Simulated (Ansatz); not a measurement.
A geometry relaxed with B3LYP-D3(BJ)/def2-SVP run with Ansatz (a first-principles code), charge 0, multiplicity 1:

```xyz
19

H      0.0590     1.0071     3.3677
Si     0.1105    -0.1024     0.3677
C      2.4250    -1.2278    -0.5352
H      3.3130    -1.7316    -0.1237
H      1.9237    -1.9150    -1.2386
H      0.8334     1.8608    -2.1080
H     -0.9251     2.7474    -0.7034
O      1.5738    -0.8719     0.5350
O     -0.8496    -1.0825    -0.5919
H     -2.1539     0.6267     2.4668
C     -2.0535    -0.7207    -1.2231
Si    -0.7654     0.0758     2.5413
Si     0.3710     2.0019    -0.6930
H     -0.8194    -1.2591     3.2064
H     -1.9358     0.1711    -1.8686
H     -2.8566    -0.5055    -0.4931
H     -2.3860    -1.5572    -1.8575
H      1.3714     2.8228     0.0532
H      2.7642    -0.3398    -1.1018
```

Question: Write the SMILES of this molecule.

Answer: `CO[Si]([SiH3])([SiH3])OC`
